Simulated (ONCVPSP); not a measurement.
# Building the ONCV potential for iron (Fe) (PBEsol, scalar-relativistic).

ONCVPSP 4.0.1 input, shortened (lines: element, Z, core and valence counts, functional; n l f; lmax; l rc ep ncon nbas qcut; lloc lpopt rc5 dvloc0; l nproj debl; icmod fcfact rcfact), PBEsol, scalar-relativistic:

```
  Fe 26.00    4    3  -116133      upf
    1    0    2.00
    2    0    2.00
    2    1    6.00
    3    0    2.00
    3    1    6.00
    3    2    6.00
    4    0    2.00
    2
    0    1.90    0.00    4    9    3.50
    1    0.75    0.00    4    9   12.80
    2    0.90    0.00    3    6   12.00
    4    5    0.50    0.00
    0    3    3.60
    1    2    0.30
    2    2    0.40
    3    2.50    1.15
```

In the p channel the program set the typed energies aside and used -2.202, 0.250 Ha.

All-electron outer shells of the reference configuration (PBEsol, scalar-relativistic, ld1.x):

```csv
shell,level (eV),outermost node (bohr),outermost maximum (bohr)
3s,-93.77,0.33,0.70
3p,-59.92,0.30,0.72
3d,-7.53,–,0.71
4s,-5.31,1.00,2.41
```

(1) Estimate the cutoffs (Ha) at which the residual kinetic energy of the hardest occupied pseudo-wave falls to 1 and 0.1 mHa per electron.

(2) Does the potential have ghost states?

(3) Which valence shell sets the plane-wave cutoff?

(4) Tests: 3p6 3d6 4s1; 3p6 3d6 4s0; 3p6 3d5 4s0; 3p6 3d6 4s1.5. Which has the largest error in its energy relative to the reference configuration, and how large is it?

Results:

(1) 100 Ha and 231 Ha.

(2) Ghosts flagged at negative energy: s at -112.3 eV; GHOST(+) flagged for s at 229.0 eV. A true bound ghost makes a file unfit for plane-wave use.

(3) 3d: 100 Ha for 1 mHa per electron, against 65 Ha for 3p.

(4) 3p6 3d5 4s0, with +97 meV (all-electron minus pseudo) on +59.05 eV.
